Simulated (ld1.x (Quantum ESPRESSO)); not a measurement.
**Pt: excitation energies, all-electron against TM semilocal**

ld1.x (Quantum ESPRESSO) 7.5 input, shortened:

```
&input
   title='Pt', zed=78., rel=1, dft='PBE', iswitch=3,
   config='[Xe] 4f13 5d10 6s1 6p0'
 /
 &inputp
   pseudotype=1, tm=.true., lloc=0,
   nlcc=.true., rcore=0.40
 /
4
6P  2  1   0.00   0.00  3.25  3.25  0.0
5D  3  2  10.00   0.00  1.75  1.75  0.0
4F  4  3  13.00   0.00  0.60  0.60  0.0
6S  1  0   1.00   0.00  2.20  2.20  0.0
 &test
   configts(1)='4f13 5d10 6s1 6p0'
 /
```

Energies are relative to the spin-unpolarised reference configuration 4f13 5d10 6s1 6p0; without spin polarisation the order of configurations can differ from experiment.

Task: Give the all-electron excitation energy and the error of the potential for: 4f14 5d9 6s1 6p0; 4f14 5d9 6s0 6p0; 4f14 5d8 6s0 6p0; 4f14 5d9 6s0 6p1; 4f13 5d10 6s0 6p0; 4f14 5d8 6s1 6p1; 4f14 5d9.5 6s0.5 6p0.

Result:

```
valence configuration  charge  ΔE all-electron (eV)  error AE − PS (meV)
     4f14 5d9 6s1 6p0       0               -68.922                -1525
     4f14 5d9 6s0 6p0      +1               -59.728                -1769
     4f14 5d8 6s0 6p0      +2               -39.762                -1656
     4f14 5d9 6s0 6p1       0               -63.873                -1650
    4f13 5d10 6s0 6p0      +1                 9.212                  -17
     4f14 5d8 6s1 6p1       0               -62.354                -1314
 4f14 5d9.5 6s0.5 6p0       0               -69.045                -1687
```

A Bessel basis up to 400 Ry misses an occupied level by 2.02 Ry, so cutoffs and ghosts were not judged.
